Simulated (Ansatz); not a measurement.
Species: C₃H₁₀OSi, net charge 0, singlet state. SMILES: C[Si](C)(C)O
Structure (B3LYP-D3(BJ)/def2-TZVP (Ansatz, an electronic-structure program) minimum search):
```
Si
O 1 1.6645
H 2 0.9597 1 118.16
C 1 1.8653 2 104.90 3 180.00
H 4 1.0919 1 110.92 2 -59.94
H 4 1.0919 5 107.88 1 -121.66
H 4 1.0925 5 107.98 6 -116.47
C 1 1.8744 2 110.33 3 -60.44
H 8 1.0921 1 111.02 2 -57.78
H 8 1.0930 9 107.89 1 121.89
H 8 1.0932 9 107.83 10 115.71
C 1 1.8744 2 110.33 3 60.44
H 12 1.0921 1 111.02 2 57.78
H 12 1.0930 13 107.89 1 -121.89
H 12 1.0932 13 107.83 14 -115.71
```
Charge 0, spin multiplicity 1.

Computed values are from Ansatz. Valence correlation only, unless marked. UHF or UKS for open shells. No spin-orbit coupling. No relativistic terms. Basis-set limits of correlation are two-point, X^-3; Hartree-Fock from the larger set.

```
Quantity                                                                 Value
---------------------  -------------------------------------------------------
atomisation energy De  1381.0 kcal/mol at CCSD(T)/CBS(cc-pV(T+d)Z,cc-pV(Q+d)Z)
total energy              -484.5120 Eh at CCSD(T)/CBS(cc-pV(T+d)Z,cc-pV(Q+d)Z)
dipole moment                                1.27 D at CCSD(T)/aug-cc-pV(D+d)Z
T1 diagnostic                                        0.010 at CCSD/cc-pV(Q+d)Z
```
